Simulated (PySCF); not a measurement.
# Polarisability and C₆ of I⁺ (iodine, charge +1)

[Kr] 4d10 5s2 5p4, high-spin 3P determinant. Computed with PySCF 2.14 in aug-cc-pwCVTZ-PP with ECP28MDF (8s7p6d4f1g, 96 functions), with a scalar-relativistic core potential. Coupled (time-dependent) response in atomic units; α is the mean over directions.

```tsv
method	mean α (bohr³)	α xx, yy, zz	C₆ (like pair)	S(−4)
UHF	20.11	19.74, 20.86, 19.74	175.0	73.08
PBE	20.65	20.04, 21.88, 20.04	179.9	80.63
PBE0	20.28	19.75, 21.34, 19.75	176.2	76.00
HSE06	20.37	19.83, 21.45, 19.83	177.2	76.81
```

S(−4) is the Cauchy moment in α(ω) = α(0) + S(−4) ω² + …

Spin-orbit coupling is absent.

α(iu) at PBE0:

| u (hartree) | α(iu) (bohr³) |
| --- | --- |
| 0 | 20.28 |
| 0.0500 | 20.09 |
| 0.100 | 19.55 |
| 0.200 | 17.69 |
| 0.300 | 15.35 |
| 0.500 | 11.03 |
| 0.750 | 7.405 |
| 1.00 | 5.271 |
| 1.50 | 3.131 |
| 2.00 | 2.142 |
| 3.00 | 1.240 |
| 5.00 | 0.5892 |

For an ion, C₆ is the dispersion term alone; charge-induced terms of lower order in 1/R come first.

The components differ because the open shell of this determinant is not spherical; for a pure term their mean is the scalar polarisability.

Energies and moments cover only the electrons outside the core potential.
